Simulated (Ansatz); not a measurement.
Basis-set series for CH6BFOSi (`B[SiH2]C(O)F`). The species carries charge 0 and has multiplicity 1. Geometry: relaxed with PBE0-D4/def2-TZVP. It is one conformer, not always the lowest.

```
functional       basis  functions  energy (Eh)  HOMO (eV)  LUMO (eV)
   PBE0-D4  def2-TZVPP        250   -530.80202      -8.17      -2.42
   PBE0-D4  def2-QZVPP        478   -530.82508      -8.20      -2.44
   ωB97M-V  def2-TZVPP        250   -531.07158     -10.42      -0.45
   ωB97M-V  def2-QZVPP        478   -531.09338     -10.45      -0.49
```

(1) Give the rows for def2-SVP. (Best estimate.)

Answers

(1) Ansatz gave: 
```json
{"functional": "PBE0-D4", "basis": "def2-SVP", "functions": "104", "energy (Eh)": "-530.41190", "HOMO (eV)": "-8.07", "LUMO (eV)": "-2.35"}
{"functional": "ωB97M-V", "basis": "def2-SVP", "functions": "104", "energy (Eh)": "-530.67080", "HOMO (eV)": "-10.30", "LUMO (eV)": "-0.28"}
```
